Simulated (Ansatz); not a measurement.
Reactions of `[SiH3]C1=CC1Cl`.

Gas-phase electronic energies from Ansatz, PBE0-D4/def2-TZVP geometries. CCSD(T)/CBS is the MP2 limit (def2-TZVPP, def2-QZVPP) plus CCSD(T) − MP2 in def2-TZVPP, frozen cores. This one scheme is used for every species. For Ga outer-core shells are correlated without core-valence functions, which leaves a few kJ/mol of doubt a bond. Scalar relativity is left out up to krypton. Each species was taken in one conformer, which may not be the lowest.

(1) Order these by ΔE at CCSD(T)/CBS, lowest first. (Best estimate.)
A. `[SiH3]C1=CC1Cl` + `NCBCl` → `[SiH3]NCBCl` + `ClC1C=C1`
B. `[SiH3]C1=CC1Cl` + `COB(O)O` → `COB(O)O[SiH3]` + `ClC1C=C1`
C. `[SiH3]C1=CC1Cl` + `N=[C](O)[GaH2]` → `O/[C]([GaH2])=N/[SiH3]` + `ClC1C=C1`
D. `[SiH3]C1=CC1Cl` + H₂ → `ClC1C=C1` + SiH₄
E. `[SiH3]C1=CC1Cl` + `[NH2][Al]([OH])[F]` → `[NH2][Al]([F])[O][SiH3]` + `ClC1C=C1`

Largest T1 diagnostic: 0.015, for `O/[C]([GaH2])=N/[SiH3]`.

Results:

(1) E (-87.7 kJ/mol), B (-51.9 kJ/mol), C (-38.6 kJ/mol), A (-11.9 kJ/mol), D (+4.3 kJ/mol).
